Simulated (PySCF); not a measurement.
**Excitation energy of Al by level of theory**

Al [Ne] 3s2 3p1 (2P) → Al [Ne] 3s1 3p2 (4P), as a difference of total energies. All numbers are calculated (PySCF 2.14, the spin-free X2C one-electron Hamiltonian (Gaussian nucleus), in aug-cc-pVDZ-DK). Correlated levels: valence: [Ne] frozen. The calculations carry no spin-orbit coupling.

```tsv
method	excitation energy (cm⁻¹)
UHF	19735
MP2 (valence)	24889
SCS-MP2 (valence)	26921
CCSD (valence)	27513
CCSD(T) (valence)	27675
CCSDT (valence)	27759
FCI (valence)	27759
```

Errors of the correlated levels include the incompleteness of this basis and the frozen core.

For comparison: 29022 cm⁻¹ (measured; NIST levels, between the centres of gravity of the two terms).
